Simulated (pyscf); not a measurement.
F–SiH(F)–SiH₂• → F–SiH•–SiH₂–F (group migration; doublet surface; F–Si broken, F–Si formed). Optimised with ωB97X-D3(BJ)/def2-SVP in PySCF. Energies in eV from the reactant's lowest minimum found.

```json
[
 {"level": "ωB97X-D3(BJ)/def2-TZVP", "barrier": "2.01", "reaction energy": "+0.40"},
 {"level": "PBE/def2-TZVP", "barrier": "1.68", "reaction energy": "+0.39"},
 {"level": "r²SCAN/def2-TZVP", "barrier": "___", "reaction energy": "___"},
 {"level": "B3LYP-D3(BJ)/def2-TZVP", "barrier": "1.84", "reaction energy": "+0.38"},
 {"level": "M06-2X/def2-TZVP", "barrier": "___", "reaction energy": "+0.44"},
 {"level": "HF/def2-TZVP", "barrier": "2.37", "reaction energy": "+0.40"}
]
```

Question: What belongs in the gaps?

Answer: 
- r²SCAN/def2-TZVP, barrier: 1.87
- r²SCAN/def2-TZVP, reaction energy: +0.45
- M06-2X/def2-TZVP, barrier: 1.94

The functionals in the table span 0.33 eV in this barrier, from PBE to ωB97X-D3(BJ)/def2-TZVP. One saddle was located; it need not be the lowest between these sides.
